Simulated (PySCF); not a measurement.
## Simulated characterisation data

How the numbers were obtained: geometry: GFN2-xTB, GIAO PBE0/pcSseg-1 shieldings, in PySCF (no solvent model, a single conformation, one averaged value for each set of equivalent atoms, relativity neglected).

δ = σ(ref) − σ, references computed at the same level: ¹H (31.72 ppm) and ¹³C (186.93 ppm) vs TMS. Splittings of carbon signals by F and P are missing where no couplings were computed. Where no couplings were computed, multiplicities follow the n + 1 count of equivalent neighbours, and m marks all less simple cases (inequivalent or close neighbours, rings, F or P nearby). Shifts are as computed. Against solution values, carbons near 30 ppm lie about +3 ppm off and those near 130 ppm about +5 ppm; carbons on Cl a further +6 ppm. Of 1211 compounds with measured shifts, 218 miss one by over three times the rms of a fit or turn the order of signals round; such compounds aren't used in these exercises. Carbons bonded to Cl come out too deshielded.

**1.** `C#C[C@@H]1C(=O)[SiH2][C@@H]1C=O`, C6H6O2Si. ¹H NMR (400 MHz, computed): δ 10.59 (d, 1H), 5.53 (m, 1H), 5.29 (m, 1H), 4.16 (m, 1H), 3.19 (m, 1H), 2.45 (d, 1H). ¹³C{¹H} NMR (computed): δ 226.2 (C), 205.7 (CH), 91.3 (CH), 78.5 (C), 57.5 (CH), 37.0 (CH).

**2.** `FC(F)(F)[SiH2]C(Cl)(Cl)Cl`, C2H2Cl3F3Si. ¹H NMR (400 MHz, computed): δ 4.59 (m, 2H). ¹³C{¹H} NMR (computed): δ 136.0, 108.7.

**3.** `CC1=C(C(=O)Cl)OC(C)=C1F`, C7H6ClFO2. ¹H NMR (400 MHz, computed): δ 2.55 (s, 3H), 2.51 (s, 3H). ¹³C{¹H} NMR (computed): δ 163.5 (C), 160.5 (C), 150.9 (C), 142.6 (C), 135.6 (C), 13.1 (CH3), 10.6 (CH3).
